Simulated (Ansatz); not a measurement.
Consider the cleavage of the Si–B bond: `ClB(Cl)[Si](Cl)(Cl)Cl` + NH₃ → `N[Si](Cl)(Cl)Cl` + `ClBCl`.

Calculated with Ansatz (gas phase, PBE0-D4/def2-TZVP geometries, no zero-point term in ΔE). CCSD(T)/CBS is the MP2 limit (def2-TZVPP, def2-QZVPP) plus CCSD(T) − MP2 in def2-TZVPP, frozen cores. This one scheme is used for every species. DFT in def2-TZVPP. One conformer a species, not always the lowest.

```tsv
level	ΔE (kJ/mol)
BLYP-D4	-70.0
B2PLYP	-87.6
BLYP	-80.9
PBE0	-79.1
HF/def2-SVP	-106.6
CCSD/def2-TZVPP	-87.3
CCSD(T)/def2-TZVPP	-82.3
HF/def2-QZVPP	-110.8
```

**Question.** What does CCSD(T)/CBS give? (Best estimate.)

**Answer.** Computed: -81.0 kJ/mol. The listed levels differ from it by 11.0, -6.6, 0.1, 1.9, -25.6, -6.3, -1.3, -29.8 kJ/mol.

Largest T1 diagnostic among the species: 0.012.

From PBE to PBE0 (25 % exact exchange), in def2-TZVPP and without D4, ΔE moves by −9.2 kJ/mol. The D4 term adds +10.0 kJ/mol with B3LYP and +6.2 kJ/mol with PBE0; it sums over pairs of atoms, weighted by their polarisabilities, and B3LYP, whose exchange is more repulsive, gets the larger term. In def2-TZVPP, CCSD(T) changes the Hartree–Fock value by +27.0 kJ/mol (the triples alone add +5.0 kJ/mol) and MP2 by +24.3 kJ/mol.

CCSD(T)/CBS has its own doubt, a few kJ/mol and more with outer-core shells, so smaller differences from it don't rank the levels.

B3LYP here is the variant with VWN-RPA as its local correlation; programs differ in this.
